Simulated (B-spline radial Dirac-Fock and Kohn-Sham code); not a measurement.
Elastic scattering of 46.7 keV electrons by neutral bromine

Method: relativistic (Dirac) partial waves in the static field of the Dirac-Fock atom with Furness-McCarthy exchange, without polarisation or absorption potentials. Computed with an atomic code on a B-spline grid.

```
θ (°)  dσ/dΩ (a₀²/sr)  Sherman function
    0             193             0.000
   10           0.282             0.001
   20          0.0248             0.001
   30         0.00583            -0.001
   40         0.00209            -0.008
   50        0.000945            -0.018
   60        0.000499            -0.032
   70        0.000294            -0.047
   80        0.000189            -0.062
   90        0.000130            -0.076
  100        9.41e-05            -0.087
  110        7.17e-05            -0.094
  120        5.70e-05            -0.096
  130        4.72e-05            -0.093
  140        4.06e-05            -0.083
  150        3.61e-05            -0.068
  160        3.32e-05            -0.048
  170        3.16e-05            -0.025
  180        3.11e-05             0.000
```

The total elastic cross section is 0.536 a₀², the first transport cross section 0.00400 a₀² and the second, weighted with (3/2) sin²θ, 0.00968 a₀². The mean deflection is ⟨1 − cos θ⟩ = 0.00746, and 0.075 % of the collisions scatter beyond 90°.

Phase shifts modulo π (rad) for κ = −1 to −5: -0.864, -1.479, 1.348, 1.143, 0.995.
